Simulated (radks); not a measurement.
Results of a calculation; reference values are marked as such.
The mean radii <r> (bohr) of the occupied orbitals of an atom or ion are listed with their occupations. Code: a radial shooting solver on a logarithmic mesh with Libxc functionals. Model: scalar-relativistic Kohn-Sham, PBEsol, spin-polarised, spherical densities, finite nucleus; Fermi nuclear charge, rms radius of each element as measured or else 0.836 A^(1/3) + 0.57 fm.

| orbital | occ. | <r> |
|---|---|---|
| 1s down | 1 | 0.01633 |
| 1s up | 1 | 0.01633 |
| 2s up | 1 | 0.06880 |
| 2s down | 1 | 0.06879 |
| 2p up | 3 | 0.06237 |
| 2p down | 3 | 0.06237 |
| 3s up | 1 | 0.1770 |
| 3s down | 1 | 0.1770 |
| 3p up | 3 | 0.1784 |
| 3p down | 3 | 0.1784 |
| 3d up | 5 | 0.1616 |
| 3d down | 5 | 0.1615 |
| 4s up | 1 | 0.3715 |
| 4s down | 1 | 0.3717 |
| 4p up | 3 | 0.3885 |
| 4p down | 3 | 0.3888 |
| 4d up | 5 | 0.3932 |
| 4d down | 5 | 0.3936 |
| 4f up | 2 | 0.3729 |

Name the element and its charge. Open shells, if any, are filled with parallel spins first.

Answer. Z = 81, thallium, charge +33: Tl33+ in [Kr] 4d10 4f2. The 1s radius gives Z: for a bare nucleus <r> = (2 gamma + 1)/(2Z) with gamma = sqrt(1 - (Z/c)^2), 0.01613 bohr for Z = 81, and screening makes it slightly larger (0.01633 here). The occupations add up to 48, and the charge is Z minus that.
